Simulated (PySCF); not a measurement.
Isomers C₇H₁₁N₃:

A. SMILES CCc1cnnn1C1CC1
B. `CC(C)(C)c1cnncn1`
C. SMILES CCc1nncn1C1CC1
D. SMILES Cc1c(CC)nc(C)nn1

Spectrum 1. ¹H NMR (400 MHz, computed): δ 3.03 (s, 3H), 2.88 (s, 3H), 2.77 (q, 2H), 1.24 (t, 3H). ¹³C{¹H} NMR (computed): δ 171.6 (C), 166.4 (C), 159.1 (C), 32.9 (CH2), 26.6 (CH3), 21.9 (CH3), 16.0 (CH3).

Spectrum 2. ¹H NMR (400 MHz, computed): δ 9.95 (s, 1H), 9.88 (s, 1H), 1.41 (s, 9H). ¹³C{¹H} NMR (computed): δ 173.9 (C), 162.2 (CH), 156.6 (CH), 38.4 (C), 31.0 (CH3).

Spectrum 3. ¹H NMR (400 MHz, computed): δ 7.42 (s, 1H), 3.35 (m, 1H), 2.84 (q, 2H), 1.78 (m, 2H), 1.25 (t, 3H), 1.07 (m, 2H). ¹³C{¹H} NMR (computed): δ 145.1 (C), 135.7 (CH), 29.7 (CH), 21.0 (CH2), 17.8 (CH3), 11.6 (CH2).

Spectrum 4. ¹H NMR (400 MHz, computed): δ 7.70 (s, 1H), 3.13 (m, 1H), 2.99 (q, 2H), 1.28 (t, 3H), 1.04 (m, 2H), 0.88 (m, 2H). ¹³C{¹H} NMR (computed): δ 160.5 (C), 146.7 (CH), 25.7 (CH), 23.1 (CH2), 16.2 (CH3), 9.1 (CH2).

- shieldings: GIAO PBE0/pcSseg-1
- GFN2-xTB structure
- code: PySCF 2.14.0 with density-fitted response routines
- fast rotation and ring inversion assumed for equivalent nuclei, non-relativistic, a single conformation, in vacuum

Scale: ¹H (σ = 31.72 ppm) and ¹³C (σ = 186.93 ppm) against TMS (reference shieldings calculated alike). Where no couplings were computed, multiplicities follow the n + 1 count of equivalent neighbours, and m marks all less simple cases (inequivalent or close neighbours, rings, F or P nearby). Shifts are as computed. Against solution values, carbons near 30 ppm lie about +3 ppm off and those near 130 ppm about +5 ppm. Of 1211 compounds with measured shifts, 218 miss one by over three times the rms of a fit or turn the order of signals round; such compounds aren't used in these exercises.

**Question.** Match each spectrum to its structure.

**Answer.** 1–D, 2–B, 3–A, 4–C.

- Spectrum 1 (D): 7 ¹³C signals; δC 32.9 is an sp3 CH2 on an aromatic ring; δC 26.6 is a methyl carbon on an aromatic ring.
- Spectrum 2 (B): 5 ¹³C signals; δC 156.6 is an aromatic CH next to a ring nitrogen; δC 38.4 is a quaternary sp3 carbon on an aromatic ring.
- Spectrum 3 (A): 6 ¹³C signals; δC 29.7 is a three-membered-ring carbon; δC 21.0 is an sp3 CH2 on an aromatic ring.
- Spectrum 4 (C): 6 ¹³C signals; δC 25.7 is a three-membered-ring carbon; δC 23.1 is an sp3 CH2 on an aromatic ring.
